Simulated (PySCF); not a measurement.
TeF₃: fields on a plane

These are results of PySCF, UPBE, basis Te def2-SVP with ECP28, F def2-SVP (scalar-relativistic core potentials, no spin–orbit coupling, density fitting), not measurements.

The doublet minimum has Te–F 1.936 Å, Te–F 1.996 Å (×2); F–Te–F 86.0° (×2), F–Te–F 172.1°.

The plane holds Te1 at (0.00, 0.00), F2 at (1.94, 0.00), F3 at (0.14, 1.99), F4 at (0.14, -1.99) Å. Columns run from x = -1.95 to 4.35 Å, rows from y = 4.35 (top) to -4.05 Å, in steps of 0.3 Å. Other isomers or separated fragments may lie lower. Core electrons replaced by a potential are absent, the electrostatic potential uses the reduced nuclear charge, and values within about 0.7 Å of such atoms have no physical meaning.

Give the electrostatic potential (V) (cut at 20 V). Lower edges of the bins (V): '_' -1.23, '.' -1.10, ':' -0.91, '-' -0.59, '=' -0.09, '+' 0.70, '*' 1.95, '#' 3.94, '%' 7.09, '@' 12.09; top 20.0, each point printed twice.


```
--------------------------------------------
--------------::::::------------------------
----------::::::::::::::--------------------
--------::::........::::::------------------
==----::::........____..::::----------------
==----::..--==++==::____::::----------------
====--::--**%%@@%%++..__..::::--------------
====----==%%@@@@@@%%--....::::--------------
========++@@@@@@@@@@==::::::::--------------
++++++++**%%@@@@@@%%++----::::::::----------
++++****##%%@@@@%%##**++==--::::::::--------
++****##%%@@@@@@@@%%##**++==--::::::::------
****##%%@@@@@@@@@@@@%%######**==::::::------
**####@@@@@@@@@@@@@@@@%%@@@@@@##==::::------
**##%%@@@@@@@@@@@@@@@@@@@@@@@@%%++::::------
**##%%@@@@@@@@@@@@@@@@@@@@@@@@%%++::::------
**####@@@@@@@@@@@@@@@@%%@@@@@@##==::::------
****##%%@@@@@@@@@@@@%%######**==::::::------
++****##%%@@@@@@@@%%##**++==--::::::::------
++++****##%%@@@@%%##**++==--::::::::--------
++++++++**%%@@@@@@%%++----::::::::----------
========++@@@@@@@@@@==::::::::--------------
====----==%%@@@@@@%%--....::::--------------
====--::--**%%@@%%++..__..::::--------------
==----::..--==++==::____::::----------------
==----::::........____..::::----------------
--------::::........::::::------------------
----------::::::::::::::--------------------
--------------::::::------------------------
```

Give the spin density (e/Å³) (cut at ±0.5 e/Å³). Lower edges of the bins (e/Å³): '0' -0.0175, '1' -0.0108, '2' -0.0041, '3' 0.0026, '4' 0.0093, '5' 0.0160, '6' 0.0227, '7' 0.0294, '8' 0.0361, '9' 0.0428; top 0.05.


```
2222222222222222222222
2222222222222222222222
2222222222222222222222
2222222222222222222222
2222222222222222222222
2222222222222222222222
2222222112222222222222
2222222112222222222222
2222222922222222222222
2222221112222222222222
2222222222222222222222
2222222222222222222222
2222122222222222222222
2221122222222222222222
2211110122210301222222
2211110122210301222222
2221122222222222222222
2222122222222222222222
2222222222222222222222
2222222222222222222222
2222221112222222222222
2222222922222222222222
2222222112222222222222
2222222112222222222222
2222222222222222222222
2222222222222222222222
2222222222222222222222
2222222222222222222222
2222222222222222222222
```

With an element this heavy the missing spin–orbit coupling can shift these numbers.
